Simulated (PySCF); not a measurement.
Two species compared at the same levels of theory.

First species: C₅H₉NO₂Si.
SMILES: `[SiH3]CCOc1ncco1`

Second species: C4H12Si3.
Cartesian coordinates in Å at the GFN2-xTB level; atoms count from 1:
```
atom  x, y, z in Å
C1     2.0838    1.4801    0.7133
C2     2.1202    0.3954    0.2060
C3     2.0953   -0.8962   -0.4276
Si4    0.5327   -1.0711   -1.5347
Si5   -1.3230   -0.3300   -0.3431
C6    -1.3381   -1.1830    1.3681
Si7   -1.5103    1.9643   -0.0263
H8     2.0960    2.4247    1.1682
H9     2.1018   -1.6710    0.3425
H10    3.0025   -1.0192   -1.0221
H11    0.5554   -2.4698   -1.9967
H12    0.7845   -0.2592   -2.7350
H13   -2.5277   -0.8481   -1.0347
H14   -0.4748   -0.8835    1.9569
H15   -1.3204   -2.2662    1.2842
H16   -2.2261   -0.9159    1.9346
H17   -2.8868    2.4596   -0.1450
H18   -0.7221    2.7059   -1.0143
H19   -1.0527    2.3925    1.2983
```

Levels: PBE0/pcSseg-1 for dipole moment, HOMO energy, LUMO energy and HOMO–LUMO gap; GFN2-xTB for rotational constant A and rotational constant C. Geometries: GFN2-xTB. Each structure is a single optimised conformer of the isolated species, non-relativistic unless stated; the electronic structure was computed with PySCF and density fitting.

The conformers computed, where there is a choice (atom-mapped SMILES and torsion angles):
- `[SiH3:1][CH2:2][CH2:3][O:4][c:5]1[n:6][cH:7][cH:8][o:9]1`: Si1–C2–C3–O4 -175°, C2–C3–O4–C5 -73°, C3–O4–C5–N6 -2°
- `[CH:1]#[C:2][CH2:3][SiH2:4][Si@@H:5]([CH3:6])[SiH3:7]`: C2–C3–Si4–Si5 -46°, C3–Si4–Si5–C6 -50°

Values for the first species:

```
Dipole moment         : 0.45 D
HOMO energy           : -6.61 eV
LUMO energy           : 0.41 eV
HOMO–LUMO gap         : 7.02 eV
Rotational constant A : 4.142 GHz
Rotational constant C : 0.567 GHz
```

Task: Estimate the same properties for the second species, and the change in each.

Result: 
```tsv
property	first	second	second less first
dipole moment	0.45 D	1.06 D	+0.61 D
HOMO energy	-6.61 eV	-7.51 eV	-0.90 eV
LUMO energy	0.41 eV	-0.37 eV	-0.78 eV
HOMO–LUMO gap	7.02 eV	7.14 eV	+0.12 eV
rotational constant A	4.142 GHz	1.523 GHz	-2.619 GHz
rotational constant C	0.567 GHz	0.839 GHz	+0.272 GHz
```

On the first: A dipole of 0.45 D is allowed in C1, and pure rotational transitions are dipole-allowed. The dipole equals about 1.5 × 10⁻³⁰ C·m (1 D = 3.33564 × 10⁻³⁰ C·m).

On the second: A dipole of 1.06 D is allowed in C1, and pure rotational transitions are dipole-allowed. The dipole equals about 3.5 × 10⁻³⁰ C·m (1 D = 3.33564 × 10⁻³⁰ C·m).
